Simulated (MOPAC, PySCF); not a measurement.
C₂H₄S, SMILES `C[C]S` (lower singlet; C–C–S–H torsion 0°), neutral singlet in the gas phase. This singlet lies 0.83 eV below the relaxed triplet at the level frozen-core CCSD(T)/cc-pVTZ // B3LYP-D3(BJ)/def2-TZVP (Ansatz).

Cartesian coordinates (Å):
SMILES: S[C]C
```xyz
7

C     -0.7251     0.0293    -0.0020
C      0.4992    -0.7377     0.3080
S      1.8662    -0.4549    -0.5263
H     -1.0597     0.5245     0.9157
H     -0.6445     0.7731    -0.8097
H     -1.5239    -0.6810    -0.2401
H      1.5878     0.5467    -1.4548
```
Charge 0, multiplicity 1.

All levels are single points at this geometry (B3LYP-D3(BJ)/def2-TZVP); Pople sets use spherical d functions. Orbital energies aren't observables, and empty levels follow the basis.

```tsv
level	HOMO (eV)	LUMO (eV)	gap (eV)	dipole (D)	vertical IE, Delta-SCF (eV)
B3LYP-D3(BJ)/def2-TZVP in PySCF	-6.17	-2.04	4.13	2.27	–
B3LYP/3-21G in PySCF	-5.59	-1.64	3.95	2.70	–
B3LYP/LANL2DZ in PySCF	-5.72	-1.79	3.93	3.04	–
BP86/6-31G* in PySCF	-4.81	-2.61	2.20	2.23	–
HF/3-21G in PySCF	-9.36	2.78	12.14	3.08	–
AM1 in MOPAC	-9.14	-0.13	9.00	2.66	–
```
